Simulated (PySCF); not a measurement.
## A small calculation by hand: oscillator strength and radiative lifetime

C₃H₄BFO, SMILES C=C=CB(O)F.

The structure is a stationary point at B3LYP-D3(BJ)/def2-SVP. The structure was generated by enumeration, and PubChem lists no compound with its InChIKey, so it may never have been made. One conformer was computed; it need not be the lowest.

TDA-LC-ωPBE/def2-SVPD (PySCF) puts the first singlet state with f over 0.02 at 7.22 eV (vertical), with the transition dipole (-0.214, 1.558, 0.000) in atomic units.

### Question
Find the oscillator strength, the wavelength and the radiative lifetime that this transition would have in vacuum if emission retraced absorption.

### Answer

|μ|² = 2.4732 au, so |μ| = 4.00 D. ΔE = 7.22/27.211 = 0.2653 hartree. f = (2/3) ΔE |μ|² = 0.437 (the program prints 0.438).
λ = 1239.84/7.22 = 172 nm; ν = 58233 cm⁻¹.
Einstein's coefficient A = 0.6670 ν² f s⁻¹ (ν in cm⁻¹) = 9.9e8 s⁻¹, so τ = 1/A = 1.0 ns. This state is S3; the lower singlets have f = 0.000, 0.000. The figure is the radiative limit of this one transition; relaxation, internal conversion, crossing to triplets and a medium change what is measured.
